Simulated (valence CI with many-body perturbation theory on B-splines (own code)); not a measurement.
## Tm³⁸⁺: calculated level list

Level of theory: configuration interaction combined with many-body perturbation theory (CI+MBPT): three valence electrons over a frozen Dirac-Fock core [Ar] 3d10, a basis of 11 s, 11 p, 10 d, 8 f, 5 g, 2 h functions for each j, with the one-electron correlation potential Σ1 (screened to all orders), the two-electron term Σ2, the three-electron term Σ3, Breit, model QED; selected single and double excitations, second order for the rest, scaled by the run's own slope (own B-spline code, finite nucleus).

No measured spectrum was set against this ion. As an estimate, large intervals hold to a few tenths of a per cent, small ones and those within an open d or f shell to about a per cent.

Levels 46 to 90 of 195, with energies above the lowest level, (4s^2 4p1/2) J=1/2. "Leading %" is the weight of the configuration and term that name the level; weights of strongly mixed levels are sums over their largest components and can fall short. In the jj column 3d3/2^4 stands for four electrons in 3d with j = 3/2. Lifetimes count E1, E2, E3, M1 and M2 decay at the calculated energies, and are blank where another channel may lead or the interval is too uncertain; long ones can be off by a factor of two.

| No. | Configuration | Term | J | E (eV) | Leading % | Lifetime | Leading jj | Second component |
| --- | --- | --- | --- | --- | --- | --- | --- | --- |
| 46 | 4p2 4d | 2G | 7/2 | 435.59 | 41 | 13.6 ps | 4p1/2 4p3/2 4d3/2 (78 %) | 22 % 4p2 4d 2F |
| 47 | 4p2 4d | 4F | 3/2 | 437.08 | 38 | 3.13 ps | 4p1/2 4p3/2 4d3/2 (96 %) | 29 % 4p2 4d 2P |
| 48 | 4p2 4d | 4D | 1/2 | 437.76 | 82 | 3.11 ps | 4p1/2 4p3/2 4d3/2 (99 %) | 15 % 4p2 4d 2P |
| 49 | 4p2 4d | 2F | 5/2 | 446.07 | 22 | 2.00 ps | 4s 4p1/2 4f5/2 (54 %) | 18 % 4s 4p 4f 4G |
| 50 | 4p2 4d | 4F | 7/2 | 446.15 | 27 | 28.4 ps | 4p1/2 4p3/2 4d5/2 (58 %) | 24 % 4p2 4d 4D |
| 51 | 4s 4p 4f | 4G | 5/2 | 449.98 | 54 | 1.97 ps | 4s 4p1/2 4f5/2 (66 %) | 10 % 4s 4p 4f 2F |
| 52 | 4p2 4d | 2D | 3/2 | 450.98 | 40 | 1.16 ps | 4p1/2 4p3/2 4d3/2 (78 %) | 20 % 4p2 4d 2P |
| 53 | 4p2 4d | 2G | 9/2 | 451.45 | 40 | 24.0 ps | 4p1/2 4p3/2 4d5/2 (68 %) | 28 % 4p2 4d 4F |
| 54 | 4s 4p 4f | 4G | 7/2 | 453.29 | 49 | 3.40 ps | 4s 4p1/2 4f7/2 (50 %) | 12 % 4s 4p 4f 4F |
| 55 | 4p2 4d | 4P | 1/2 | 453.80 | 39 | 1.01 ps | 4p1/2 4p3/2 4d3/2 (94 %) | 28 % 4p2 4d 2P |
| 56 | 4p2 4d | 2F | 7/2 | 454.55 | 31 | 2.59 ps | 4p1/2 4p3/2 4d5/2 (44 %) | 17 % 4s 4p 4f 2F |
| 57 | 4p2 4d | 4P | 5/2 | 455.28 | 18 | 3.17 ps | 4p1/2 4p3/2 4d5/2 (48 %) | 18 % 4s 4p 4f 2F |
| 58 | 4s 4p 4f | 4F | 3/2 | 456.03 | 50 | 2.50 ps | 4s 4p1/2 4f5/2 (83 %) | 24 % 4s 4p 4f 2D |
| 59 | 4p2 4d | 2P | 3/2 | 457.20 | 46 | 1.95 ps | 4p1/2 4p3/2 4d5/2 (82 %) | 33 % 4p2 4d 4P |
| 60 | 4s 4p 4f | 4D | 5/2 | 457.59 | 22 | 1.92 ps | 4s 4p1/2 4f5/2 (51 %) | 22 % 4s 4p 4f 4F |
| 61 | 4p2 4d | 2D | 5/2 | 458.78 | 54 | 2.07 ps | 4p1/2 4p3/2 4d5/2 (80 %) | 17 % 4p2 4d 4D |
| 62 | 4s 4p 4f | 4G | 9/2 | 459.26 | 26 | 3.36 ps | 4s 4p1/2 4f7/2 (64 %) | 20 % 4s 4p 4f 4F |
| 63 | 4s 4p 4f | 4D | 7/2 | 459.84 | 39 | 2.15 ps | 4s 4p1/2 4f7/2 (69 %) | 18 % 4p2 4d 4F |
| 64 | 4p2 4d | 2D | 3/2 | 469.79 | 65 | 2.10 ps | 4p1/2 4p3/2 4d5/2 (90 %) | 13 % 4p2 4d 2P |
| 65 | 4p2 4d | 2P | 1/2 | 470.59 | 61 | 1.89 ps | 4p1/2 4p3/2 4d5/2 (93 %) | 31 % 4p2 4d 2S |
| 66 | 4s 4p 4f | 2G | 7/2 | 473.28 | 28 | 1.91 ps | 4p1/2 4p3/2 4d5/2 (42 %) | 28 % 4p2 4d 2G |
| 67 | 4p2 4d | 2F | 5/2 | 477.41 | 21 | 1.16 ps | 4p1/2 4p3/2 4d5/2 (40 %) | 17 % 4p2 4d 2D |
| 68 | 4s 4d2 | 4F | 3/2 | 493.59 | 81 | 778 fs | 4s 4d3/2^2 (88 %) | 12 % 4s 4d2 2D |
| 69 | 4s 4d2 | 4F | 5/2 | 496.56 | 59 | 784 fs | 4s 4d3/2^2 (73 %) | 15 % 4s 4d2 2D |
| 70 | 4s 4d2 | 4P | 1/2 | 501.59 | 61 | 830 fs | 4s 4d3/2^2 (78 %) | 16 % 4s 4d2 2S |
| 71 | 4s 4d2 | 4F | 7/2 | 502.60 | 28 | 1.99 ps | 4s 4d3/2 4d5/2 (42 %) | 15 % 4s 4p 4f 2F |
| 72 | 4s 4d2 | 4F | 5/2 | 503.50 | 26 | 1.62 ps | 4s 4d3/2 4d5/2 (46 %) | 10 % 4s 4d2 2D |
| 73 | 4s 4d2 | 2D | 3/2 | 505.10 | 22 | 1.45 ps | 4p3/2^2 4d3/2 (44 %) | 16 % 4p2 4d 4P |
| 74 | 4s 4d2 | 2G | 9/2 | 505.24 | 34 | 2.28 ps | 4s 4d3/2 4d5/2 (47 %) | 20 % 4s 4p 4f 4G |
| 75 | 4s 4d2 | 4F | 7/2 | 506.09 | 54 | 1.27 ps | 4s 4d3/2 4d5/2 (62 %) | 7 % 4s 4d2 2F |
| 76 | 4s 4d2 | 4P | 1/2 | 507.93 | 22 | 1.29 ps | 4p3/2^2 4d3/2 (43 %) | 17 % 4s 4d2 2P |
| 77 | 4p2 4d | 4D | 7/2 | 509.81 | 30 | 6.88 ps | 4p3/2^2 4d5/2 (54 %) | 18 % 4s 4d2 2F |
| 78 | 4s 4d2 | 4P | 3/2 | 510.36 | 90 | 1.06 ps | 4s 4d3/2 4d5/2 (91 %) |  |
| 79 | 4s 4d2 | 4P | 5/2 | 511.62 | 58 | 1.05 ps | 4s 4d3/2 4d5/2 (76 %) | 13 % 4s 4d2 2D |
| 80 | 4s 4p 4f | 4F | 9/2 | 513.48 | 33 | 4.86 ps | 4s 4p3/2 4f7/2 (51 %) | 31 % 4s 4d2 4F |
| 81 | 4s 4d2 | 2G | 7/2 | 515.56 | 45 | 1.61 ps | 4s 4d3/2 4d5/2 (44 %) | 25 % 4s 4p 4f 2G |
| 82 | 4s 4d2 | 4F | 9/2 | 517.94 | 32 | 1.81 ps | 4p3/2^2 4d5/2 (40 %) | 22 % 4p2 4d 4F |
| 83 | 4s 4p 4f | 4G | 11/2 | 517.95 | 100 | 3.80 ps | 4s 4p3/2 4f7/2 (100 %) |  |
| 84 | 4p2 4d | 2D | 3/2 | 519.05 | 37 | 1.13 ps | 4p3/2^2 4d3/2 (63 %) | 18 % 4s 4p 4f 2D |
| 85 | 4s 4p 4f | 4F | 5/2 | 519.28 | 32 | 1.54 ps | 4s 4p3/2 4f5/2 (67 %) | 26 % 4s 4p 4f 4D |
| 86 | 4s 4p 4f | 4D | 3/2 | 519.76 | 62 | 2.02 ps | 4s 4p3/2 4f5/2 (82 %) | 19 % 4s 4p 4f 4F |
| 87 | 4s 4p 4f | 4D | 1/2 | 519.96 | 95 | 2.67 ps | 4s 4p3/2 4f5/2 (95 %) |  |
| 88 | 4s 4p 4f | 4F | 7/2 | 520.67 | 34 | 1.42 ps | 4s 4p3/2 4f5/2 (51 %) | 19 % 4s 4p 4f 4G |
| 89 | 4s 4d2 | 2D | 3/2 | 521.07 | 21 | 1.69 ps | 4p3/2^2 4d3/2 (30 %) | 12 % 4p2 4d 2D |
| 90 | 4s 4p 4f | 2F | 5/2 | 521.46 | 38 | 1.96 ps | 4s 4p3/2 4f7/2 (50 %) | 13 % 4s 4p 4f 4D |

Where two levels of one J and parity lie close, their mixing, g and order are uncertain.
